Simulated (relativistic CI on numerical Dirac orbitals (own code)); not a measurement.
# What each ingredient does to the levels of B IV

Base calculation: Dirac-Coulomb-Breit CI, KLI orbitals optimised for each configuration, a model potential for QED, valence Slater integrals scaled by 0.85, P86 correlation energy added to each configuration.

Configuration list: 1s², 1s2s, 1s2p, 1s3s, 1s3p, 1s3d, 1s4s, 1s4p, 1s4d, 1s4f, 1s5s, 1s5p, 1s5d, 1s5f, 1s5g, 1s6s, 1s6p, 1s6d. Levels of other configurations are missing.

Variants: (1) valence Slater integrals scaled by 0.75; (2) self-excluded LDA correlation estimate; (3) QED terms removed; (4) one mean potential for all configurations. Shifts of the energy above 1s² ¹S0, in cm⁻¹, for the lowest level and the first level of each name with at least 55 % of one term (blank where a level changes its place among those of its configuration and J or its character, or is not in the variant):

```
    Level     Base   Δ(1)    Δ(2)  Δ(3)   Δ(4)  Measured
  1s² ¹S0        0      0       0     0      0         0
 1s2s ³S1  1596769   +879  +14126   +68    -82   1601505
 1s2s ¹S0  1625820  -2630  +14139   +69  +3637          
1s2p ³P°1  1633164   +605  +11709   +77   -421   1636882
1s2p ³P°0  1633183   +605  +11709   +77   -423   1636898
1s2p ³P°2  1633214   +604  +11709   +77   -419   1636934
1s2p ¹P°1  1653134  -1811  +11722   +77   +489          
 1s3s ³S1  1877967   +231  +18065   +74   +840          
 1s3s ¹S0  1886105   -697  +18063   +74  +1729          
1s3p ³P°1  1887335   +181  +17701   +76   +639          
1s3p ³P°0  1887341   +181  +17701   +76   +637          
1s3p ³P°2  1887349   +181  +17701   +76   +641          
 1s3d ³D2  1890057     +5  +24927   +76  +1143          
 1s3d ³D1  1890058     +5  +24927   +76  +1143          
 1s3d ³D3  1890061     +5  +24927   +76  +1143          
 1s3d ¹D2  1890226    -15  +24927   +76  +1169          
1s3p ¹P°1  1893608   -543  +17697   +76   +495          
 1s4s ³S1  1971596    +96  +19540   +75  +1039          
 1s4s ¹S0  1975099   -289  +19536   +75  +1338          
1s4p ³P°1  1975372    +78  +19272   +76   +942          
1s4p ³P°0  1975375    +78  +19272   +76   +941          
1s4p ³P°2  1975378    +78  +19272   +76   +943
```

For a near-neutral ion this model can misplace configurations by up to about 10,000 cm⁻¹ (more where the count of f electrons changes) and terms by 10 to 25 % of their spread. Rates follow the energies as ν³ (E1, M1) or ν⁵ (E2), so they and the lifetimes can be off by large factors. The fine structure of a lone outer electron comes out too small, for d and f at times inverted, and misplaced configurations move strength between like terms. 6 of the 6 excited levels that our extract of the measured tables holds in this range could be paired (the sources list more); they are missed by 4073 cm⁻¹ on average and 4736 at most, and levels without a partner can miss by more.

Measured levels: Moore, Atomic Energy Levels, vol. I, NSRDS-NBS 35 (1971 reprint of NBS Circular 467, 1949).

Ionisation energy from the two ground configurations alone: base 259.035 eV; self-excluded LDA correlation estimate 262.26 eV. The NIST ASD value (theoretical) is 259.374 eV.
